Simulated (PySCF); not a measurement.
## Cost of excited-state runs on `InChI=1S/C6H11FO2/c1-6(3-7)4-9-5(6)8-2/h5H,3-4H2,1-2H3/t5-,6+/m1/s1`

Geometry:
| atom | x (Å) | y (Å) | z (Å) |
| --- | --- | --- | --- |
| C1 | 2.849 | -0.061 | 0.408 |
| O2 | 1.457 | -0.098 | 0.665 |
| C3 | 0.692 | -0.183 | -0.484 |
| O4 | 0.718 | 0.990 | -1.293 |
| C5 | -0.679 | 1.235 | -1.104 |
| C6 | -0.824 | -0.029 | -0.237 |
| C7 | -1.695 | -1.130 | -0.819 |
| C8 | -1.179 | 0.248 | 1.217 |
| F9 | -2.469 | 0.713 | 1.303 |
| H10 | 3.178 | -0.991 | -0.069 |
| H11 | 3.096 | 0.784 | -0.240 |
| H12 | 3.332 | 0.053 | 1.375 |
| H13 | 0.986 | -1.066 | -1.080 |
| H14 | -0.859 | 2.181 | -0.589 |
| H15 | -1.220 | 1.218 | -2.053 |
| H16 | -1.459 | -1.293 | -1.867 |
| H17 | -1.536 | -2.059 | -0.275 |
| H18 | -2.742 | -0.848 | -0.734 |
| H19 | -0.528 | 1.014 | 1.646 |
| H20 | -1.124 | -0.665 | 1.817 |

PySCF with density fitting, on 1 thread of an Intel Xeon 6975P-C, shared host. Command: `OMP_NUM_THREADS=1 python excited_run.py task.json out`

Problem. How long does this run take, and how much memory?
- magnetisability and related constants, HF/pcSseg-1; usual settings

Solution. 
| run | level | basis functions | wall time | peak memory (GiB) |
| --- | --- | --- | --- | --- |
| magnetisability and related constants | HF/pcSseg-1 | 208 | 17 s | 0.93 |

Times from a shared host are rough.
